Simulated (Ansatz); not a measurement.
Molecule: C2HO2, charge 1, multiplicity 1. It need not be the lowest isomer of its formula. SMILES: O=C=C=[OH+]
Geometry from a B3LYP-D3(BJ)/def2-TZVP (Ansatz, an electronic-structure program) optimisation:
```xyz
5

O     -1.7066     0.0056    -0.0485
C     -0.6254    -0.5096     0.2480
C      0.7317     0.1845    -0.0763
O      1.8519     0.1288    -0.0174
H     -1.7995     0.8759    -0.5030
```
Charge +1, spin multiplicity 1.

Parts of the frozen-core correlation energy in 6-31G (Ansatz, hartree). Frozen orbitals: 4; correlated occupied orbitals by spin: 10 and 10; virtual: 24 and 24. Spin-orbit coupling is left out. No relativistic terms. The restricted reference is unstable.

```json
[
 {"term": "reference (HF)", "value": "-225.47977"},
 {"term": "MP2 opposite-spin", "value": "-0.31714"},
 {"term": "MP2 same-spin", "value": "-0.11452"},
 {"term": "CCSD correlation", "value": "-0.43425"},
 {"term": "(T)", "value": "-0.01834"},
 {"term": "T1 diagnostic", "value": "0.024"},
 {"term": "largest doubles amplitude", "value": "0.118"}
]
```
